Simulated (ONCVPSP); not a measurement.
# Reading a pseudo-wave (hydrogen (H))

Columns: radius, all-electron u(r) and pseudo u(r) of the 1s shell (level -6.49 eV) of hydrogen in the configuration 1s1; PBE, scalar-relativistic, ONCV scheme, ONCVPSP 4.0.1.

| r (bohr) | all-electron | pseudo |
| --- | --- | --- |
| 0.038 | 0.0702 | 0.0599 |
| 0.075 | 0.1335 | 0.1175 |
| 0.113 | 0.1935 | 0.1752 |
| 0.150 | 0.2473 | 0.2293 |
| 0.188 | 0.2982 | 0.2823 |
| 0.225 | 0.3436 | 0.3310 |
| 0.263 | 0.3864 | 0.3778 |
| 0.300 | 0.4244 | 0.4200 |
| 0.338 | 0.4601 | 0.4597 |
| 0.375 | 0.4916 | 0.4947 |
| 0.413 | 0.5209 | 0.5266 |
| 0.450 | 0.5468 | 0.5540 |
| 0.488 | 0.5706 | 0.5783 |
| 0.525 | 0.5914 | 0.5984 |
| 0.563 | 0.6104 | 0.6160 |
| 0.600 | 0.6269 | 0.6307 |
| 0.638 | 0.6417 | 0.6438 |
| 0.675 | 0.6543 | 0.6551 |
| 0.713 | 0.6654 | 0.6656 |
| 0.750 | 0.6747 | 0.6747 |
| 0.788 | 0.6827 | 0.6827 |
| 0.825 | 0.6891 | 0.6891 |
| 0.863 | 0.6943 | 0.6943 |
| 0.900 | 0.6982 | 0.6982 |
| 0.938 | 0.7011 | 0.7011 |
| 0.975 | 0.7028 | 0.7028 |

How many radial nodes do the two functions have?

The all-electron 1s function has n − l − 1 = 0; the pseudo-wave has 0.

At about which radius was the pseudo-wave matched?

0.75 bohr, where the columns begin to agree (steps of 0.04 bohr).

Is the pseudo-wave norm-conserving?

Yes: the ONCV scheme keeps the norm inside the radius equal to the all-electron one, which fixes the energy derivative of the logarithmic derivative at the level.
